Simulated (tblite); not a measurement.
CuI (SMILES [Cu][I]), singlet, geometry from GFN2-xTB (such geometries of metal compounds can be far from the true shape); GFN1-xTB run with tblite.

The tblite input:
```
$ tblite run mol.xyz --method gfn1 --charge 0 --spin 0 --json tblite.json --no-restart

# file mol.xyz
2

Cu    -0.00000000    -0.00000000    -1.55408011
I      0.00000000     0.00000000     0.85034572
```

The log (banner, timings and long lists left out):

```
xTB calculator
 | screened Coulomb repulsion
 | Coulomb electrostatics
 |  * isotropic Klopman-Ohno-Mataga-Nishimoto electrostatics
 |  * onsite third-order electrostatics
 | DFT-D3(BJ) dispersion correction

halogen bonding energy    0.0000000000000E+00 Eh
repulsion energy          1.1003902835815E-02 Eh
dispersion energy        -4.1361527496751E-04 Eh
number of electrons       1.8000000000000E+01 e
integral cutoff           3.2615407794351E+01 bohr

------------------------------------------------------------
  cycle        total energy    energy error   density error
------------------------------------------------------------
      1     -8.453081293677  -8.4636716E+00   8.0112064E-01
      2     -8.468545734576  -1.5464441E-02   4.3580541E-01
      3     -8.466807379808   1.7383548E-03   1.4620874E-01
      4     -8.469867226770  -3.0598470E-03   2.6121270E-03
      5     -8.469871729145  -4.5023750E-06   2.3540539E-04
      6     -8.469871743454  -1.4309624E-08   9.0109198E-05
      7     -8.469871749862  -6.4070811E-09   3.9107445E-07
------------------------------------------------------------

electronic energy        -8.4804620374224E+00 Eh
total energy             -8.4698717498616E+00 Eh

Post processing:
 | Mayer-Wiberg bond orders

[Info] JSON dump of results written to 'tblite.json'
```
